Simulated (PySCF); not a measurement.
## One molecule, a ladder of functionals, a line

Molecule: `CO[SiH2]C#C[SiH3]`, C$_{3}$H$_{8}$OSi$_{2}$.

Bonds (- single, = double, # triple, : aromatic): C1-O2 1.402 Å, O2-Si3 1.658 Å, Si3-C4 1.842 Å, C4#C5 1.225 Å, C5-Si6 1.836 Å. C1 carries H7, H8, H9; Si3 carries H10, H11; Si6 carries H12, H13, H14.

GIAO shieldings (ppm, equivalent atoms averaged) in PySCF on the PBE0-D3(BJ)/def2-SVP geometry, basis pcSseg-1, gas phase, non-relativistic:

| functional | exact exchange (%) | σ(C1) | σ(O2) | σ(Si3) | σ(Si6) |
| --- | --- | --- | --- | --- | --- |
| BLYP | 0 | 120.0 | 313.5 | 379.3 | 428.8 |
| BP86 | 0 | 124.6 | 319.4 | 383.8 | 435.3 |
| PBE | 0 | 125.2 | 318.8 | 384.1 | 437.3 |
| B3LYP | 20 | 125.5 | 324.9 | 390.4 | 437.9 |
| mPW1PW91 | 25 | 130.4 | 330.9 | 397.6 | 445.8 |
| BHandHLYP | 50 | 132.5 | 337.9 | 408.6 | 452.4 |
| HF | 100 | 143.0 | 354.2 | 442.9 | 479.9 |

Q: Fit each shielding as a line in the percentage of exact exchange.

A: σ(C1) = 123.3 + 0.20 x (rms 1.9 ppm); σ(O2) = 318.1 + 0.37 x (rms 2.3 ppm); σ(Si3) = 381.4 + 0.60 x (rms 2.3 ppm); σ(Si6) = 432.7 + 0.45 x (rms 3.2 ppm). The functionals also differ in their semilocal parts, which the line can't hold; Hartree–Fock has no correlation at all.

Q: What does the line predict for PBE0 (25 %), and what does the run give?

A: σ(C1): 128.3 predicted, 131.4 computed; σ(O2): 327.4 predicted, 331.7 computed; σ(Si3): 396.4 predicted, 398.5 computed; σ(Si6): 443.9 predicted, 448.3 computed ppm.
